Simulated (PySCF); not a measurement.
H2, SMILES [H][H]. Geometry: PBE-D3(BJ)/def2-TZVPD.

Task: Give the equilibrium geometry at PBE-D3(BJ)/def2-TZVPD (PySCF confirms it by a frequency run) as bond lengths and angles, and its point group. (Estimate from the structure and the level; the computed values follow.)

Result: point group D∞h.
Atoms: H1 H2. Bonds (Å): .
